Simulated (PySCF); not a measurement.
C2H7BClN. Atoms are numbered in the order given.

```xyz
12

B      0.8012     0.3267     0.0000
H      2.0021     0.2881     0.0000
Cl     0.0236     1.9328     0.0000
N      0.0564    -0.8505     0.0000
C     -1.3944    -0.9279     0.0000
C      0.7098    -2.1493     0.0000
H     -1.7560    -1.4713    -0.8913
H     -1.7560    -1.4713     0.8913
H     -1.8292     0.0783     0.0000
H      0.4222    -2.7363     0.8911
H      0.4222    -2.7363    -0.8911
H      1.8002    -2.0259     0.0000
```
Charge 0, spin multiplicity 1.

The structure is a stationary point at B3LYP-D3(BJ)/def2-SVP. The structure was generated by enumeration, and PubChem lists no compound with its InChIKey, so it may never have been made. One conformer was computed; it need not be the lowest.

Level of theory: B3LYP/pcSseg-1 (PySCF).

GIAO shieldings, no solvent; atoms listed in one row are averaged. δ = σ(ref) − σ: ¹¹B against BF3 (σ = 86.3 ppm); ¹H against TMS (σ = 31.68 ppm); ³⁵Cl against HCl (σ = 933.3 ppm); ¹⁵N against NH3 (σ = 265.5 ppm); ¹³C against TMS (σ = 181.3 ppm), references at their B3LYP-D3(BJ)/def2-TZVP geometries, non-relativistic (without spin–orbit terms, shifts of atoms bonded to Cl or Br come out too high).

```
nucleus                      atoms  count  δ (ppm)
-------  -------------------------  -----  -------
¹¹B                             B1      1     23.6
¹H                              H2      1     5.18
¹H       H7, H8, H9, H10, H11, H12      6     3.19
³⁵Cl                           Cl3      1    109.6
¹⁵N                             N4      1    136.4
¹³C                             C6      1     47.0
¹³C                             C5      1     40.5
```
